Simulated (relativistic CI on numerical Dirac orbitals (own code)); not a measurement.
**Tc⁴⁺: resonant inelastic scattering at the M2,3 edge**

Computed with this model: Dirac-Coulomb-Breit CI, orbitals from a KLI potential per configuration, model QED (radiative potential, 1s self-energy scaled to tabulated hydrogen-like ionisation energies), Kramers-Heisenberg scattering through one core-hole configuration in a parametric crystal field, unscaled Slater integrals; configurations [Kr] 4d3 → [Ne] 3s2 3p5 3d10 4s2 4p6 4d4; 300 K; core-hole width 2 eV; summed over polarisations. Incident energies are the highest absorption maxima for each field (at most a few, so the weaker spin-orbit partner edge can be absent), on the computed scale of the free ion. Intensities are in per cent of the strongest line above 0.02 eV; levels within 1 cm⁻¹ are merged; final levels count from the ground level, the first row holds all elastic scattering, lines under 0.4 are left out and each table stops after 24 rows. The scale of the Slater integrals is a model choice and moves the terms in proportion.

Field parameters in Wybourne normalisation: Oh B⁴₀ = 21Dq, B⁴₄ = √(5/14) B⁴₀. The field is a parameter set, without covalency.

S is read from ⟨S²⟩ = S(S + 1).

Oh, 10Dq = 7250 cm⁻¹:

| Final level (eV) | Degeneracy | Irrep | S | 435.4 eV | 454.2 eV | 456 eV |
| --- | --- | --- | --- | --- | --- | --- |
| 0.000 | 4 | Γ8 | 1.50 | 4499.4 | 260.2 | 424.5 |
| 0.873 | 2 | Γ7 | 1.50 | 34.9 | 28.2 | 10.9 |
| 0.883 | 4 | Γ8 | 1.49 | 67.8 | 74.8 | 31.8 |
| 0.930 | 4 | Γ8 | 1.49 | 69.6 | 79.3 | 27.2 |
| 0.961 | 2 | Γ6 | 1.49 | 17.7 | 36.1 | 8.7 |
| 1.464 | 2 | Γ7 | 1.49 | 9.9 | 17.9 | 9.3 |
| 1.503 | 4 | Γ8 | 1.48 | 20.9 | 29.3 | 12.4 |
| 1.602 | 4 | Γ8 | 1.46 | 52.7 | 11.0 | 5.5 |
| 1.673 | 2 | Γ6 | 1.48 | 45.2 | 2.6 | 1.7 |
| 2.116 | 4 | Γ8 | 0.53 | 30.7 | 9.0 | 31.4 |
| 2.236 | 4 | Γ8 | 0.60 | 68.2 | 17.0 | 50.2 |
| 2.252 | 2 | Γ6 | 0.53 | 43.2 | 10.8 | 40.8 |
| 2.763 | 2 | Γ6 | 1.16 | 48.3 | 4.5 | 3.7 |
| 2.772 | 4 | Γ8 | 1.09 | 53.5 | 19.0 | 28.4 |
| 2.792 | 2 | Γ7 | 0.54 | 28.0 | 4.1 | 11.6 |
| 2.837 | 4 | Γ8 | 0.94 | 100.0 | 15.7 | 31.9 |
| 2.853 | 2 | Γ6 | 0.92 | 11.5 | 2.0 | 1.7 |
| 2.952 | 4 | Γ8 | 1.45 | 18.2 | 35.2 | 12.3 |
| 2.960 | 2 | Γ7 | 1.44 | 14.5 | 24.2 | 13.6 |
| 3.098 | 4 | Γ8 | 0.55 | 20.8 | 5.3 | 21.4 |
| 3.115 | 2 | Γ6 | 0.60 | 8.5 | 0.5 | 4.6 |
| 3.149 | 2 | Γ7 | 0.58 | 25.0 | 7.2 | 29.6 |
| 3.304 | 4 | Γ8 | 0.63 | 11.1 | 2.9 | 10.1 |
| 3.485 | 4 | Γ8 | 0.54 | 2.1 | 1.5 | 3.2 |

Oh, 10Dq = 16350 cm⁻¹:

```
Final level (eV)  Degeneracy  Irrep     S  435.2 eV  455 eV
           0.000           4     Γ8  1.50    2439.8   274.0
           1.935           4     Γ8  1.26      38.2    45.8
           1.986           2     Γ7  1.50      57.3    14.0
           2.024           4     Γ8  1.47     100.0    50.2
           2.047           2     Γ6  1.42      22.3    24.0
           2.214           4     Γ8  0.61      21.7     7.6
           2.304           4     Γ8  0.85      88.4    16.9
           2.340           2     Γ6  0.67      40.3    10.8
           2.953           2     Γ7  1.36      17.6    25.8
           2.998           4     Γ8  1.37      27.7    36.0
           3.105           2     Γ6  1.47      59.0     2.0
           3.119           4     Γ8  1.47      71.9     7.4
           3.245           4     Γ8  0.74      55.3    15.5
           3.325           2     Γ7  0.74      28.0     7.8
           3.890           2     Γ6  0.57       4.3     0.4
           4.183           2     Γ7  0.51       4.2     3.2
           4.198           4     Γ8  0.51       6.5     3.4
           4.207           2     Γ6  0.53       1.0     0.7
           4.291           4     Γ8  0.65       2.5     1.5
           4.533           4     Γ8  0.71       1.4     1.8
           4.734           4     Γ8  1.30       9.0     4.2
           4.738           2     Γ6  1.37       8.9     0.9
           4.764           2     Γ7  1.49       2.8     4.7
           4.812           4     Γ8  1.36       4.1     6.2
```

Oh, 10Dq = 25500 cm⁻¹:

```csv
Final level (eV),Degeneracy,Irrep,S,435.4 eV,455.2 eV
0.000,4,Γ8,1.50,1177.2,199.0
2.186,4,Γ8,0.54,3.4,17.2
2.280,4,Γ8,0.52,15.8,15.7
2.325,2,Γ6,0.52,10.7,15.6
3.109,2,Γ7,1.48,43.8,8.3
3.127,4,Γ8,1.43,100.0,33.9
3.216,4,Γ8,1.48,77.1,10.6
3.217,2,Γ6,1.49,38.0,7.9
3.416,4,Γ8,0.64,26.7,18.3
3.441,2,Γ7,0.58,18.9,20.4
4.328,2,Γ6,1.48,40.0,1.5
4.342,4,Γ8,1.49,25.3,17.4
4.345,2,Γ7,1.48,14.3,7.1
4.353,4,Γ8,1.49,50.2,5.5
5.014,2,Γ6,0.55,1.2,0.2
5.341,2,Γ7,0.51,1.0,1.0
5.350,2,Γ6,0.51,0.5,0.5
5.353,4,Γ8,0.51,2.1,1.8
5.450,4,Γ8,0.52,0.8,0.6
6.211,2,Γ6,0.52,1.3,1.2
6.225,4,Γ8,0.55,1.9,2.3
6.807,2,Γ7,1.32,0.7,2.3
6.846,4,Γ8,1.42,1.0,2.8
6.923,4,Γ8,1.44,2.9,0.6
```

For the first field the strongest loss at the lowest incident energy is the level at 2.84 eV (S = 0.94, against 1.50 in the thermal ground state). Levels of other spin, the first over 8 % at 2.12 eV, appear because spin-orbit coupling of the core hole, and in heavier ions of the valence shell too, mixes spins.
